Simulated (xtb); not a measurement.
GaF₂I, SMILES [F][Ga]([F])[I]. All values are semi-empirical tight-binding results from xtb (GFN2-xTB unless named), good for trends rather than for accurate numbers. Coordinates come from a GFN2-xTB optimisation.

For metal compounds this method's bond lengths and energies can be far off.

Computed properties:
```json
{
  "point_group_as_xtb_finds_it": "C2v",
  "orbital_gap": "3.52 eV",
  "zero_point_energy": "2.2 kcal/mol",
  "G − E(el) at 298.15 K (modified RRHO)": "-17.9 kcal/mol"
}
```
